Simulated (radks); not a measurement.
Q: Excited configurations of Dy2+: one electron is placed in a higher orbital outside [Xe] 4f9. The ground configuration is [Xe] 4f10. Method: scalar-relativistic Kohn-Sham, PBE, spin-unpolarised, spherical densities, finite nucleus; Fermi nuclear charge, rms radius 5.2218 fm; computed with a radial shooting solver on a logarithmic mesh with Libxc functionals. Excitation = E - E(ground); binding = E(ion) - E, where the ion is the core of charge +3; n* = 3/sqrt(2 binding) in atomic units, and the quantum defect is n - n*.

outer orbital  excitation (eV)  binding (eV)     n*  quantum defect  eigenvalue (eV)  <r> (bohr)
6s                       5.796        19.865  2.483           3.517          -16.590       3.244
6f                      20.361         5.300  4.807           1.193           -4.379       9.776
7s                      15.500        10.161  3.471           3.529           -8.720       6.232
7f                      21.923         3.738  5.724           1.276           -3.173       14.85

Estimate the row for 7p.

A: excitation (eV) 17.269; binding (eV) 8.391; n* 3.820; quantum defect 3.180; eigenvalue (eV) -7.155; <r> (bohr) 7.250. The Delta-SCF ionisation energy is 25.661 eV (NIST Atomic Spectra Database: 22.89 eV, semi-empirical). Self-interaction in the functional shifts the binding energies and quantum defects, so they are the method's values and not measured ones. Spin polarisation and multiplet splitting are left out, so open shells lie too high by an amount that depends on their filling. Spin-orbit splitting is averaged out at the scalar-relativistic level.

Beside tabulated values, note that spin-unpolarised runs miss the spin-polarisation part of the exchange energy of open shells.
